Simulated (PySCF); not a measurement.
**ReCl2: fields on a plane**

Computed with UPBE0 in PySCF with Re def2-SVP with ECP60, Cl def2-SVP; scalar-relativistic core potentials, no spin–orbit coupling; density-fitted integrals.

The sextet minimum has Re–Cl 2.309 Å (×2); Cl–Re–Cl 180.0°.

The plane holds Re1 at (0.00, 0.00), Cl2 at (2.31, 0.00), Cl3 at (-2.31, 0.00) Å. Columns run from x = -4.35 to 4.65 Å, rows from y = 2.25 (top) to -1.95 Å, in steps of 0.3 Å. Other isomers or separated fragments may lie lower. Core electrons replaced by a potential are absent, the electrostatic potential uses the reduced nuclear charge, and values within about 0.7 Å of such atoms have no physical meaning.

Give the spin density (e/Å³) (cut at ±0.5 e/Å³). Lower edges of the bins (e/Å³): '_' -0.038, '.' 0.016, ':' 0.070, '-' 0.124, '=' 0.177, '+' 0.231, '*' 0.285, '#' 0.339, '%' 0.392, '@' 0.446; top 0.50, each point printed twice.


```
______________________________________________________________
____________________________....______________________________
________________________............__________________________
______________________....::----::....________________________
____________..________..--++####++--..________..______________
__________......______::++@@@@@@@@++::______......____________
__________..::..______::%%@@@@@@@@%%::______..::..____________
______________--______::##@@....@@##::______--________________
______________--______::##@@....@@##::______--________________
__________..::..______::%%@@@@@@@@%%::______..::..____________
__________......______::++@@@@@@@@++::______......____________
____________..________..--++####++--..________..______________
______________________....::----::....________________________
________________________............__________________________
____________________________....______________________________
```

Give the electrostatic potential (V) (cut at 20 V). Every second row and column.


```
-0.2 -0.3 -0.3 -0.3  0.0  0.5  1.1  1.5  1.4  0.8  0.2 -0.2 -0.3 -0.3 -0.3 -0.2
-0.3 -0.5 -0.5 -0.4  0.0  0.9  2.6  4.0  3.5  1.7  0.3 -0.3 -0.5 -0.5 -0.4 -0.3
-0.4 -0.5  0.6  4.2  4.0  3.0  8.3 16.6 12.9  4.8  2.8  5.0  2.2 -0.2 -0.5 -0.4
-0.5  0.0  8.7 20.0 20.0 10.0 20.0 20.0 20.0 13.3 20.0 20.0 20.0  2.0 -0.4 -0.4
-0.5  0.3 14.4 20.0 20.0 13.8 20.0 20.0 20.0 17.5 20.0 20.0 20.0  3.2 -0.4 -0.4
-0.4 -0.3  3.4 19.1 16.1  5.7 16.1 20.0 20.0  8.4  8.2 20.0  9.7  0.6 -0.5 -0.4
-0.4 -0.5 -0.4  0.4  0.7  1.6  4.5  7.6  6.3  2.8  0.9  0.6  0.0 -0.5 -0.5 -0.3
-0.3 -0.4 -0.5 -0.4 -0.1  0.7  1.7  2.4  2.1  1.2  0.2 -0.3 -0.5 -0.4 -0.3 -0.3
```

Open d and f shells are described by one determinant, and the ground state may have another occupation or spin. No spin–orbit coupling is included, which matters more the heavier the element.
